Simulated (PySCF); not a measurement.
H₉BSi₃, SMILES `[SiH3]B([SiH3])[SiH3]`, neutral singlet in the gas phase. 

Cartesian coordinates (Å):
```xyz
13

Si     0.0918     1.9188    -0.4325
B     -0.0040    -0.0157     0.0619
Si     1.6981    -1.0237     0.3512
Si    -1.7944    -0.9013     0.1477
H     -1.0640     2.4118    -1.2307
H      1.3525     2.3161    -1.1175
H      0.0568     2.6015     0.8987
H      1.5920    -2.1764     1.2862
H      2.0232    -1.5568    -1.0081
H      2.8335    -0.1625     0.7833
H     -1.8692    -2.0896     1.0407
H     -2.0270    -1.3600    -1.2572
H     -2.8964     0.0345     0.5058
```
Charge 0, spin multiplicity 1.

All levels are single points at this geometry (PBE0-D4/def2-TZVP); Pople sets use spherical d functions. Orbital energies aren't observables, and empty levels follow the basis.

```csv
level,HOMO (eV),LUMO (eV),gap (eV),dipole (D),"vertical IE, Delta-SCF (eV)"
PBE0-D4/def2-TZVP in PySCF,-7.99,-3.15,4.84,0.10,–
B3LYP/3-21G in PySCF,-7.83,-2.97,4.86,0.06,–
B3LYP/6-311+G** in PySCF,-7.83,-3.24,4.59,0.11,–
B3LYP/6-31G* in PySCF,-7.70,-3.04,4.66,0.10,9.67
BP86/6-31G* in PySCF,-6.84,-3.89,2.95,0.05,–
HF/STO-3G in PySCF,-8.46,5.77,14.23,0.18,–
```
